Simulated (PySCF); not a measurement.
Ge(F)2(Cl)(NH2) (ClF2GeH2N), SMILES [NH2][Ge]([F])([F])[Cl]. Coordinates come from a PBE-D3(BJ)/def2-SVP optimisation. The structure was generated by enumeration, and PubChem lists no compound with its InChIKey, so it may never have been made. One conformer was computed; it need not be the lowest.

### Question
Give the equilibrium geometry at PBE-D3(BJ)/def2-SVP (PySCF confirms it by a frequency run) as Cartesian coordinates in Å. (The exact figures need the calculation; the answer reports its results.)

### Answer
One answer among several that fit: 
```xyz
7

N      1.8506    -0.3829     0.3601
Ge     0.1387     0.1686     0.1452
F     -0.6161     0.3578     1.6973
F     -0.0350     1.7512    -0.5712
Cl    -0.9555    -1.2475    -1.0276
H      2.2175    -0.8539    -0.4745
H      2.4928     0.3662     0.6439
```
Charge 0, spin multiplicity 1.
